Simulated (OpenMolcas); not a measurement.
Computed levels of Cl+

```yaml
Program: OpenMolcas 26.06
Method: CASSCF
Basis: ANO-RCC-VQZP [6s5p3d2f1g]
Scalar_Hamiltonian: DKH2, point nucleus
Active_space: 4 electrons in 3 orbitals (3p)
State_averaging: 2S+1 = 3 even, 3 roots; 2S+1 = 1 even, 6 roots
Spin-orbit_coupling: RASSI with atomic mean-field integrals over the reference wave functions, term energies averaged over their components
```

Spin-free terms above the lowest, with the occupations of the reference:

| Configuration | Term | E (eV) | Occupations |
| --- | --- | --- | --- |
| 3s2 3p4 | 3P | 0.0000 | 3p 4.00 |
| 3s2 3p4 | 1D | 1.7454 | 3p 4.00 |
| 3s2 3p4 | 1S | 4.3473 | 3p 4.00 |

With spin-orbit coupling, above the lowest level:

```
Configuration  Term  J  E (eV)  Measured (eV)      g  Term weight %
      3s2 3p4    3P  2  0.0000         0.0000  1.501            100
      3s2 3p4    3P  1  0.0802         0.0863  1.501            100
      3s2 3p4    3P  0  0.1165         0.1235                   100
      3s2 3p4    1D  2  1.7881         1.4449  1.000            100
      3s2 3p4    1S  0  4.3911         3.4564                   100
```

Against the 4 measured excited levels shown (NIST Handbook of Basic Atomic Spectroscopic Data) the mean absolute deviation is 2600 cm-1; the largest miss in energy is 3s2 3p4 1S0: computed 4.3911, measured 3.4564 eV (+27.0 %).

Spin-orbit coupling puts the lowest level 0.0410 eV below the lowest spin-free term.

For 3P the intervals divided by the larger J are -293.1, -323.3 cm-1. Landé's interval rule makes them equal in pure LS coupling; they differ by 10 % of their mean. The multiplet is inverted.

Without dynamic correlation excited terms often stand tens of per cent too high (terms of higher spin than the ground term too low), and those without a measured partner can miss by more than the paired ones. With the s shell closed, the reference lacks s² → p² mixing. Measured partners are found by configuration, term and J. A level has none where our copy of the source lacks it or the pairing is in doubt (some pairs that miss far off the trend of their configuration count as doubtful), and it then counts in no deviation. Levels of configurations outside the active space are missing.

The term weight is that of the spin-free term in the level, not the purity of its configuration.
